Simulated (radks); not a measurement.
Neutral neodymium inside a hard spherical wall (all orbitals vanish at R), configuration held at [Xe] 4f4 6s2 and not refilled when levels cross. Calculated with a radial shooting solver on a logarithmic mesh with Libxc functionals: scalar-relativistic Kohn-Sham, PBE, spin-unpolarised, spherical densities, finite nucleus; Fermi nuclear charge, rms radius 4.9123 fm. Eigenvalues in eV, with the zero of energy where the potential of the charges vanishes at infinity; a dash marks a level that is unbound or too diffuse for the functional's potential to be trusted. A positive occupied level is held by the wall or, in an anion where self-interaction has pushed it up, behind a barrier. The pressure on the wall is -dE/dV.

R (bohr)  E (hartree)  kinetic (hartree)    e(5s)    e(5p)   e(6s)  e(5d, empty)   e(4f)  e(6p, empty)  pressure (GPa)
free       -9623.4612          10241.303  -40.459  -22.091  -3.502        -1.919  -1.754        -1.233               0
20         -9623.4612          10241.303  -40.459  -22.091  -3.502        -1.919  -1.754        -1.232        < 0.0001
15         -9623.4612          10241.303  -40.455  -22.086  -3.499        -1.914  -1.749        -1.213        0.000358
12         -9623.4606          10241.309  -40.406  -22.038  -3.462        -1.871  -1.701        -1.103         0.00981
8          -9623.4366          10241.455  -39.607  -21.255  -2.719        -1.153  -0.913         0.276           0.798
6          -9623.3144          10241.977  -37.802  -19.526  -0.212         0.668   0.917         4.239            8.74
5          -9623.0808          10242.862  -35.834  -17.678   3.720         2.972   3.024         9.973            35.7
4          -9622.3310          10245.692  -31.743  -13.749  14.445         8.415   7.745        24.326             198
3.5        -9621.3246          10249.466  -27.675   -9.581  26.934        14.321  12.686        39.865             553
2.5        -9613.3961          10276.544   -5.548   15.607  103.05        48.982  38.034        126.67            6680
1.5        -9539.0267          10495.467   156.73   201.15  561.39        269.73  150.89        608.65          232000
